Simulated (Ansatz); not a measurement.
Total energies of TeMe2 (C₂H₆Te) from Ansatz at PBE-D4/def2-TZVP, gas phase (1 Eh = 27.2114 eV = 2625.5 kJ/mol). The reference geometry is relaxed at PBE-D4/def2-TZVP.

| state | geometry | energy (Eh) |
| --- | --- | --- |
| charge 0 singlet | reference | -347.75047 |
| charge 1 doublet | reference | -347.46621 |
| free Te atom (triplet) | – | -267.97310 |
| free C atom (triplet) | – | -37.79597 |
| free H atom (doublet) | – | -0.49962 |

In the def2 sets Te takes a core potential; there is no spin–orbit coupling.

Problem. Work out the vertical ionisation energy to the doublet.

Solution. E(charge 1 doublet) − E(charge 0 singlet) = -347.46621 − (-347.75047) = 0.28426 Eh = 7.74 eV. For comparison, −ε of the highest occupied level is 4.64 eV at this level, 3.10 eV less.

Problem. What is the binding energy per atom against free atoms?

Solution. Atoms: 1 × (-267.97310) + 2 × (-37.79597) + 6 × (-0.49962) = -346.56276 Eh. Binding: -346.56276 − (-347.75047) = 1.18771 Eh = 32.32 eV, or 3.59 eV for each of 9 atoms (no zero-point energy, no counterpoise term).
